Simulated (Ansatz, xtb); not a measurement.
System: C₂H₂N (charge -1, singlet). It need not be the lowest isomer of its formula. Whether it binds its extra electron was not tested at this geometry. 
Coordinates optimised at B3LYP-D3(BJ)/def2-TZVP (Ansatz, a first-principles code):
```xyz
5

C     -1.1588    -0.0185    -0.0623
N      0.2321    -0.0118    -0.0049
C      1.4060    -0.0714    -0.0293
H     -1.5751    -0.3590     0.8909
H     -1.5320     0.9808    -0.3072
```
Charge -1, spin multiplicity 1.

Harmonic wavenumbers from GFN2-xTB (xtb, at its own minimum), cm⁻¹: 310, 411, 807, 1109, 1145, 1485, 2096, 2635, 2696.

### Question
Give the harmonic wavenumbers at B3LYP-D3(BJ)/def2-TZVP (Ansatz, finite differences of forces, unscaled).

### Answer
359, 476, 681, 995, 1199, 1461, 2095, 2991, 3040 cm⁻¹. Zero-point energy 19.0 kcal/mol.

### Question
From these and the geometry, give the ideal-gas thermochemistry at 298.15 K and 1 atm (rigid rotor, harmonic oscillator).

### Answer
Point group Cs, rotational symmetry number 1. Rotational constants 250.8, 11.05, 10.76 GHz. S(trans) 36.99, S(rot) 19.92, S(vib) 2.33, S(elec, spin only) 0.00, S 59.2 cal/(mol K). H(298) - H(0) 2.86 kcal/mol; G - E(el) 4.2 kcal/mol.
